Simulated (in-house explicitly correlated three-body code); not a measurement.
Computed with an exponentially correlated three-body code. Model: two electrons around a point charge, non-relativistic, variational in 260 exponentially correlated functions (energies converged to about 1e-7 hartree, or 1e-8 relative for large Z).

Command:
```bash
python run_hyl.py task.json out
```
Settings (lengths in bohr, energies in hartree):
```
Z                      2
nuclear_mass           15
interaction_strength   1
functions              260
states_tried           13
```

Cost of the run: 37 s on 1 thread of AMD EPYC 7R13 Processor (Zen 3), on a shared host.

**Those bound S and P states to n = 4 that converged, binding against the one-electron ion.**

Given: nuclear charge 2; mass of the centre 15 electron masses.

Computed: one-electron threshold -1.875 hartree.

```json
{"term": "1 1S", "energy (hartree)": "-2.71462077", "binding (eV)": "22.847"}
{"term": "2 3S", "energy (hartree)": "?", "binding (eV)": "?"}
{"term": "2 1S", "energy (hartree)": "-2.01178734", "binding (eV)": "3.7222"}
{"term": "2 3P", "energy (hartree)": "-2.00442505", "binding (eV)": "3.5218"}
{"term": "2 1P", "energy (hartree)": "-1.98898675", "binding (eV)": "3.1017"}
{"term": "3 3S", "energy (hartree)": "-1.93943296", "binding (eV)": "1.7533"}
{"term": "3 1S", "energy (hartree)": "-1.93250269", "binding (eV)": "1.5647"}
{"term": "3 1P", "energy (hartree)": "?", "binding (eV)": "?"}
{"term": "4 3S", "energy (hartree)": "-1.90928048", "binding (eV)": "0.93282"}
{"term": "4 1S", "energy (hartree)": "-1.90654342", "binding (eV)": "0.85834"}
{"term": "4 1P", "energy (hartree)": "-1.90387657", "binding (eV)": "0.78577"}
```

**Question.** What belongs in the row 2 3S?

**Answer.** energy (hartree): -2.03905127; binding (eV): 4.4641.

**Question.** What belongs in the row 3 1P?

**Answer.** energy (hartree): -1.92605948; binding (eV): 1.3894.

**Converged states only, values per electron or pair.**

```tsv
term	mean r (bohr)	mean r squared (bohr²)	mean inverse r (1/bohr)	mean r12 (bohr)	mean inverse r12 (1/bohr)	mean cosine	mean p1 dot p2 (bohr⁻²)	delta r1 (bohr⁻³)	delta r12 (bohr⁻³)
1 1S	0.99439	1.3674	1.5801	1.5065	0.8913	-0.042832	0.089114	1.4888	0.087198
2 3S	2.7237	13.074	1.0824	4.7408	0.25142	-0.0065363	0.00025366	1.0881	-
2 1S	3.1721	18.317	1.0646	5.6168	0.23471	-0.0084913	-0.0064593	1.0791	0.0072856
2 3P	2.7454	13.857	1.0678	4.7984	0.26226	-0.033029	-0.081567	1.0333	-
2 1P	3.1757	18.787	1.0501	5.6148	0.22225	0.0015084	0.023479	1.052	0.00045561
3 3S	6.2431	78.08	0.99725	11.721	0.11012	-0.0004143	-0.0027801	1.0589	-
3 1S	6.9389	97.515	0.99246	13.108	0.10485	-0.001309	-0.0041278	1.0573	0.002055
3 1P	7.2217	107.41	0.98817	13.671	0.10056	0.00184	0.0065244	1.0499	0.00016022
4 3S	?	?	?	?	?	?	?	?	-
4 1S	?	?	?	?	?	?	?	?	?
4 1P	12.86	352.31	0.96622	24.936	0.057117	0.0012917	0.0020767	1.0495	7.1577e-05
```

**Question.** What belongs in the row 4 3S?

**Answer.** mean r (bohr): 11.356; mean r squared (bohr²): 270.65; mean inverse r (1/bohr): 0.96996; mean r12 (bohr): 21.93; mean inverse r12 (1/bohr): 0.061295; mean cosine: 0.00040972; mean p1 dot p2 (bohr⁻²): -0.0021699; delta r1 (bohr⁻³): 1.0529.

**Question.** What belongs in the row 4 1S?

**Answer.** mean r (bohr): 12.301; mean r squared (bohr²): 319.07; mean inverse r (1/bohr): 0.96804; mean r12 (bohr): 23.819; mean inverse r12 (1/bohr): 0.059016; mean cosine: -3.1113e-05; mean p1 dot p2 (bohr⁻²): -0.0026383; delta r1 (bohr⁻³): 1.0523; delta r12 (bohr⁻³): 0.00084549.
